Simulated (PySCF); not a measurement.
Match the calculated data to a structure.

All candidates are C6H10O2.

- UV, strongest line: among the 6 lowest singlet transitions: S5 at 6.98 eV (178 nm, f = 0.147) [TDDFT PBE0/def2-SVPD]
- Rotational structure: rotational constants A, B, C: 2.603, 1.723, 1.168 GHz [GFN2-xTB]
- Triplet: lowest triplet excitation (Tamm–Dancoff): 4.07 eV [TDA PBE0/def2-SVPD]
- 1H NMR: chemical shifts (computed TMS as zero) by class: 5.87 (1 H), 5.86 (1 H), 2.96 (2 H), 2.04 (3 H), 1.95 (3 H) ppm [GIAO PBE0/pcSseg-1]
- Polarisability: 80.1 au [PBE0/def2-SVPD]
- NMR, other nuclei: isotropic shieldings of nuclei other than C and H, by class: -93 (1 O), 124 (1 O) ppm [GIAO PBE0/pcSseg-1]
- 13C NMR: chemical shifts (computed TMS as zero) by class: 174.8 (1 C), 139.6 (1 C), 130.2 (1 C), 40.1 (1 C), 26.2 (1 C), 15.0 (1 C) ppm [GIAO PBE0/pcSseg-1]

The electronic properties come from PySCF, for the isolated species, density fitting. Levels stand in brackets. One conformer (not necessarily the lowest) at the GFN2-xTB geometry, without solvent, vibrations or thermal averaging. NMR values are class means; diastereotopic atoms form classes of their own.

Task: Which candidate is it?
A. `C[C@@H]1COCCC1=O`
B. `C/C=C(/C)CC(=O)O`
C. `C=CC(=O)OC(C)C`
D. `C/C=C/[C@@H]1OC[C@H]1O`
E. `O=CC1CCOCC1`

Result: B. It is `C/C=C(/C)CC(=O)O`. Numbering: `[CH3:1]/[CH:2]=[C:3](/[CH3:4])[CH2:5][C:6](=[O:7])[OH:8]`. Its formula, C6H10O2, gives 2 degrees of unsaturation: 0 rings and 2 π bonds in the structure found. 6 carbons fall into 6 classes; from least to most shielded: carboxylic acid carbon [C6] (174.8 ppm), fully substituted alkene carbon [C3] (139.6 ppm), alkene CH carbon [C2] (130.2 ppm), sp3 carbon next to a carbonyl [C5] (40.1 ppm), allylic carbon [C4] (26.2 ppm), allylic carbon [C1] (15.0 ppm). Hydrogen classes from least to most shielded: 1 H on an acid hydroxyl oxygen, O8 (5.87 ppm), 1 H on an alkene CH carbon, C2 (5.86 ppm), 2 H on an sp3 carbon next to a carbonyl, C5 (2.96 ppm, a mean of values up to 0.9 ppm apart in this geometry), 3 H on an allylic carbon, C4 (2.04 ppm, a mean of values up to 0.9 ppm apart in this geometry), 3 H on an allylic carbon, C1 (1.95 ppm, a mean of values up to 0.8 ppm apart in this geometry). The other shieldings belong to: -93 ppm, acid carbonyl oxygen [O7]; 124 ppm, acid hydroxyl oxygen [O8]. The optimised geometry has point group C1 and is an asymmetric top.

The others, at the same levels:
- `O=CC1CCOCC1` fails: it has 4 carbon classes against 6; its computed 13C shifts are 211.0 (1 C), 68.7 (2 C), 48.8 (1 C), 29.2 (2 C) ppm, 1H shifts are 10.14 (1 H), 3.93 (2 H), 3.40 (2 H), 2.33 (1 H), 1.96 (2 H), 1.85 (2 H) ppm and rotational constant A is 3.218 GHz (against 2.603 GHz).
- `C=CC(=O)OC(C)C` fails: it has 5 carbon classes against 6; its computed 13C shifts are 171.7 (1 C), 140.2 (1 C), 137.3 (1 C), 69.7 (1 C), 23.5 (2 C) ppm, 1H shifts are 6.98 (1 H), 6.30 (1 H), 6.20 (1 H), 5.18 (1 H), 1.31 (6 H) ppm and rotational constant A is 4.762 GHz (against 2.603 GHz).
- `C[C@@H]1COCCC1=O` fails: its computed 13C shifts are 213.5 (1 C), 80.2 (1 C), 74.3 (1 C), 50.5 (1 C), 48.1 (1 C), 11.7 (1 C) ppm, 1H shifts are 4.52 (1 H), 4.39 (1 H), 3.67 (1 H), 3.20 (1 H), 2.66 (1 H), 2.51 (1 H), 2.08 (1 H), 0.89 (3 H) ppm and rotational constant A is 2.999 GHz (against 2.603 GHz).
- `C/C=C/[C@@H]1OC[C@H]1O` fails: its computed 13C shifts are 144.2 (1 C), 131.2 (1 C), 96.5 (1 C), 82.2 (1 C), 81.9 (1 C), 22.4 (1 C) ppm, 1H shifts are 6.33 (1 H), 5.83 (1 H), 5.14 (1 H), 4.94 (1 H), 4.35 (1 H), 4.21 (1 H), 1.90 (3 H), 1.11 (1 H) ppm and rotational constant A is 3.918 GHz (against 2.603 GHz).

Each candidate is one conformer, not necessarily the lowest. Dipoles, sizes and rotational constants follow the conformer. The torsions of the flexible species, by atom-mapped SMILES:
- `[CH3:1]/[CH:2]=[C:3](/[CH3:4])[CH2:5][C:6](=[O:7])[OH:8]`: C2–C3–C5–C6 94°, C3–C5–C6–O7 78°, H–O8–C6–C5 177°
- `[CH2:1]=[CH:2][C:3](=[O:4])[O:5][CH:6]([CH3:7])[CH3:8]`: C1–C2–C3–O4 -1°, C2–C3–O5–C6 180°, C3–O5–C6–C7 83°
- `[CH3:1]/[CH:2]=[CH:3]/[C@@H:4]1[O:5][CH2:6][C@H:7]1[OH:8]`: C2–C3–C4–O5 179°, H–O8–C7–C6 50°

The conformers of `O=CC1CCOCC1` and `C[C@@H]1COCCC1=O` aren't listed.
